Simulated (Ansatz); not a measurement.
`O[SiH2]N[SiH2]F` + `[NH2][GeH3]` → `O[SiH2][NH][GeH3]` + `N[SiH2]F`  (ligand exchange at the Si–N bond)

Calculated with Ansatz (gas phase, PBE0-D4/def2-TZVP geometries, no zero-point term in ΔE). CCSD(T)/CBS is the MP2 limit (def2-TZVPP, def2-QZVPP) plus CCSD(T) − MP2 in def2-TZVPP, frozen cores. Functionals use def2-TZVPP. B3LYP here is the variant with VWN-RPA as its local correlation; programs differ in this. For Ge outer-core shells are correlated without core-valence functions, which leaves a few kJ/mol of doubt a bond. Scalar relativity is left out up to krypton. One conformer a species, not always the lowest.

`O[SiH2]N[SiH2]F`:

Cartesian coordinates in Å:
```
O -2.124 -1.338 -0.355
Si -1.370 0.071 0.025
N 0.232 -0.156 0.629
Si 1.697 0.409 -0.041
F 2.100 1.860 0.501
H -1.722 -1.892 -1.026
H -1.205 0.950 -1.160
H -2.251 0.668 1.052
H 0.306 -0.611 1.530
H 2.803 -0.493 0.350
H 1.533 0.532 -1.506
```

`[NH2][GeH3]`:

Z-matrix (Å, degrees):
```
Ge
N 1 1.843
H 1 1.536 2 106.9
H 1 1.548 2 114.5 3 -120.5
H 1 1.536 2 106.8 3 119.0
H 2 1.011 1 113.7 3 59.1
H 2 1.011 1 113.6 3 -176.9
```

`O[SiH2][NH][GeH3]`:

Z-matrix (Å, degrees):
```
Si
N 1 1.711
O 1 1.648 2 114.9
H 1 1.480 2 110.5 3 -115.5
H 1 1.489 2 105.9 3 122.6
Ge 2 1.841 1 127.0 3 68.0
H 2 1.008 1 117.3 3 -106.7
H 3 0.958 1 117.5 2 60.5
H 6 1.539 2 109.2 1 134.3
H 6 1.534 2 106.2 1 14.3
H 6 1.541 2 111.1 1 -105.5
```

`N[SiH2]F`:

Cartesian coordinates in Å:
```
N 0.944 0.402 -0.213
Si -0.623 -0.198 0.032
F -0.804 -1.071 1.365
H 1.294 1.199 0.292
H 1.689 -0.180 -0.558
H -0.956 -1.102 -1.091
H -1.544 0.951 0.173
```

| level | ΔE (kJ/mol) | difference from CCSD(T)/CBS |
| --- | --- | --- |
| PBE-D4 | -3.5 | 1.2 |
| r2SCAN-D4 | -3.4 | 1.3 |
| PBE0-D4 | -4.0 | 0.7 |
| B3LYP-D4 | -4.8 | -0.1 |
| ωB97X-V | -4.6 | 0.1 |
| ωB97M-V | -4.6 | 0.1 |
| B2PLYP | -4.6 | 0.1 |
| PBE | -3.2 | 1.5 |
| r2SCAN | -3.4 | 1.3 |
| PBE0 | -3.7 | 1.0 |
| B3LYP | -4.4 | 0.3 |
| HF/def2-TZVPP | -4.9 | -0.2 |
| MP2/def2-TZVPP | -5.2 | -0.5 |
| SCS-MP2/def2-TZVPP | -4.7 | 0.0 |
| CCSD/def2-TZVPP | -4.4 | 0.3 |
| CCSD(T)/def2-TZVPP | -4.1 | 0.6 |
| HF/def2-QZVPP | -4.9 | -0.2 |
| MP2/def2-QZVPP | -5.5 | -0.8 |
| SCS-MP2/def2-QZVPP | -5.0 | -0.3 |
| HF/CBS(def2) | -4.9 | -0.2 |
| MP2/CBS(def2) | -5.7 | -1.0 |
| CCSD/CBS(def2) | -5.0 | -0.3 |
| CCSD(T)/CBS | -4.7 | 0 |

Largest T1 diagnostic among the species: 0.012.

CCSD(T)/CBS has its own doubt, a few kJ/mol and more with outer-core shells, so smaller differences from it don't rank the levels.
